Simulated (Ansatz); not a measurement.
Total energies of C6H16F2GeN2 (`CC[N](C)[Ge]([F])([F])[N](C)CC`).

```xyz
27

C    -0.2221   -3.3812    0.7856
C    -0.9037   -2.5962   -0.3219
N    -0.8280   -1.1586   -0.1291
C    -1.6597   -0.6196    0.9236
Ge   -0.2060   -0.0799   -1.4136
F     0.8771   -1.0538   -2.3529
F    -1.3631    0.4140   -2.6049
N     0.4835    1.4377   -0.7560
C     0.5874    2.6175   -1.5884
C     1.4216    1.3644    0.3511
C     1.1380    2.3802    1.4441
H     0.8368   -3.1197    0.8441
H    -0.6762   -3.1889    1.7601
H    -0.3008   -4.4537    0.5925
H    -0.4348   -2.8450   -1.2761
H    -1.9578   -2.9017   -0.3979
H    -1.3429   -0.9800    1.9082
H    -1.5938    0.4698    0.9381
H    -2.7153   -0.8922    0.7872
H     1.6044    2.7504   -1.9832
H    -0.1000    2.5455   -2.4312
H     0.3231    3.5187   -1.0264
H     2.4502    1.4994   -0.0169
H     1.3739    0.3580    0.7778
H     1.2254    3.4051    1.0785
H     0.1307    2.2478    1.8453
H     1.8522    2.2620    2.2624
```

Charge 0, multiplicity 1. Correlated methods include outer-core shells of Ge, which these sets cover unevenly. Scalar relativity is left out up to krypton. The geometry is a stationary point of PBE0-D4/def2-TZVP. It is one conformer, not always the lowest. Basis def2-TZVPP, the Gaussian-basis code of Ansatz.

RPA on PBE orbitals: Hartree–Fock energy of these orbitals -2619.85043 Eh, correlation -3.54782 Eh (frozen core).

```tsv
functional	energy without D4 (Eh)	D4 term (kJ/mol)
CAM-B3LYP	-2624.68229	-62.2
B2PLYP	-2624.00527	–
```

Problem. Give the same for LDA (SPW92), PBE, revPBE, BLYP, r2SCAN, B97M-V, PBE0, B3LYP, r2SCANh, r2SCAN0, HSE06 (plane-wave form), BHLYP, LC-ωPBE, ωB97X-V, ωB97M-V, PBE-QIDH. (An estimate is asked.)

Solution. Ansatz gave: 
```json
{"functional": "LDA (SPW92)", "energy without D4 (Eh)": "-2617.22647", "D4 term (kJ/mol)": "–"}
{"functional": "PBE", "energy without D4 (Eh)": "-2623.80930", "D4 term (kJ/mol)": "-71.1"}
{"functional": "revPBE", "energy without D4 (Eh)": "-2624.43062", "D4 term (kJ/mol)": "-212.4"}
{"functional": "BLYP", "energy without D4 (Eh)": "-2624.63834", "D4 term (kJ/mol)": "-151.3"}
{"functional": "r2SCAN", "energy without D4 (Eh)": "-2624.49037", "D4 term (kJ/mol)": "-20.4"}
{"functional": "B97M-V", "energy without D4 (Eh)": "-2624.32031", "D4 term (kJ/mol)": "–"}
{"functional": "PBE0", "energy without D4 (Eh)": "-2623.91552", "D4 term (kJ/mol)": "-61.2"}
{"functional": "B3LYP", "energy without D4 (Eh)": "-2624.84350", "D4 term (kJ/mol)": "-111.7"}
{"functional": "r2SCANh", "energy without D4 (Eh)": "-2624.45818", "D4 term (kJ/mol)": "-21.5"}
{"functional": "r2SCAN0", "energy without D4 (Eh)": "-2624.41299", "D4 term (kJ/mol)": "-23.4"}
{"functional": "HSE06 (plane-wave form)", "energy without D4 (Eh)": "-2623.88761", "D4 term (kJ/mol)": "-57.1"}
{"functional": "BHLYP", "energy without D4 (Eh)": "-2624.47830", "D4 term (kJ/mol)": "-82.8"}
{"functional": "LC-ωPBE", "energy without D4 (Eh)": "-2624.20428", "D4 term (kJ/mol)": "–"}
{"functional": "ωB97X-V", "energy without D4 (Eh)": "-2624.44298", "D4 term (kJ/mol)": "–"}
{"functional": "ωB97M-V", "energy without D4 (Eh)": "-2624.45387", "D4 term (kJ/mol)": "–"}
{"functional": "PBE-QIDH", "energy without D4 (Eh)": "-2623.53212", "D4 term (kJ/mol)": "–"}
```

B3LYP takes the VWN-RPA correlation (the form of Gaussian; ORCA's B3LYP/G). HSE06 is the plane-wave form, built on full-range PBE exchange. The double hybrids freeze the cores in their second-order part.

LC-ωPBE has ω = 0.4 bohr⁻¹.
